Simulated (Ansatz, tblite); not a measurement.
Forces on trans-VF2(H2O)4 (VO₄F₂H₈) at its PBE-D4/def2-SVP geometry. Charge 0, multiplicity 4.

The xTB rows come from tblite. No other spin state of charge 0 was run.

GFN1-xTB (tblite), largest force 1.16 eV/Å:

```xyz
15
positions Å, forces eV/Å
F    -1.652    0.511   -1.104    0.119    0.021   -0.092
F     1.651   -0.511    1.104   -0.119   -0.021    0.091
O    -1.582    0.706    1.326   -0.655   -0.536   -0.569
O     1.582   -0.706   -1.325    0.655    0.537    0.571
O     1.041    1.815    0.593    0.020   -0.460    0.912
O    -1.041   -1.815   -0.595   -0.019    0.461   -0.912
V     0.000    0.000    0.000    0.001    0.000    0.000
H    -2.039   -0.029    1.776    0.260    0.538   -0.345
H    -2.026    0.781    0.410    0.591   -0.055    1.000
H     2.026   -0.781   -0.409   -0.591    0.055   -1.000
H     2.040    0.029   -1.774   -0.261   -0.539    0.344
H     1.591    1.127    1.090   -0.612    0.735   -0.529
H     0.469    2.219    1.276    0.443   -0.287   -0.469
H    -0.469   -2.218   -1.277   -0.444    0.286    0.470
H    -1.591   -1.127   -1.091    0.612   -0.735    0.528
```

GFN2-xTB (tblite), largest force 1.29 eV/Å:

```
F 0.240 0.206 -0.399
F -0.240 -0.207 0.399
O -0.653 -0.312 -0.480
O 0.653 0.313 0.481
O 0.165 -0.351 0.773
O -0.164 0.352 -0.773
V 0.000 0.000 0.000
H 0.204 0.286 -0.181
H 0.422 0.145 1.207
H -0.422 -0.145 -1.207
H -0.205 -0.286 0.180
H -0.486 0.933 -0.419
H 0.260 -0.168 -0.368
H -0.261 0.167 0.369
H 0.486 -0.932 0.419
```

PBE-D4/def2-TZVP (Ansatz), largest force 0.30 eV/Å:

```
F -0.063 0.143 -0.171
F 0.063 -0.144 0.171
O -0.207 -0.189 -0.103
O 0.207 0.189 0.104
O -0.054 -0.059 0.262
O 0.055 0.059 -0.262
V 0.000 0.000 0.000
H 0.082 0.123 0.059
H -0.016 0.117 0.219
H 0.015 -0.117 -0.219
H -0.083 -0.123 -0.060
H 0.016 0.221 -0.049
H 0.075 0.065 -0.128
H -0.076 -0.065 0.128
H -0.016 -0.221 0.049
```
